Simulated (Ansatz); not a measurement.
C8H16 can be A, `CC/C=C\C(C)(C)C`, or B, `C[C@H]1CC[C@H](C)CC1`.

Isolated molecules relaxed with PBE0-D4/def2-TZVP in Ansatz; ΔE leaves out vibrations. CBS: MP2 limit from def2 TZ/QZ plus the TZ coupled-cluster correction, frozen cores. DFT in def2-TZVPP. B3LYP here is the variant with VWN-RPA as its local correlation; programs differ in this. Each species was taken in one conformer, which may not be the lowest.

**Question.** Which isomer does CCSD(T)/CBS put lower? Give the gap. (An estimate is asked.)

**Answer.** The calculation gave: B, by 23.8 kcal/mol.

**Question.** Give E(B) − E(A) in kcal/mol with BLYP-D4, B3LYP-D4, ωB97M-V, LDA (SPW92), CCSD(T)/def2-TZVPP, CCSD/def2-TZVPP, B2PLYP. (An estimate is asked.)

**Answer.** The calculation gave: BLYP-D4 -17.7, B3LYP-D4 -20.9, ωB97M-V -24.7, LDA (SPW92) -30.2, CCSD(T)/def2-TZVPP -23.6, CCSD/def2-TZVPP -24.4, B2PLYP -22.0. None reverses the order clearly.

Largest T1 diagnostic: 0.009.

At CCSD(T), def2-SVP lies −2.0 kcal/mol from the extrapolated value and def2-TZVPP +0.2 kcal/mol. In def2-TZVPP, CCSD(T) changes the Hartree–Fock value by −0.9 kcal/mol (the triples alone add +0.8 kcal/mol) and MP2 by −2.4 kcal/mol.
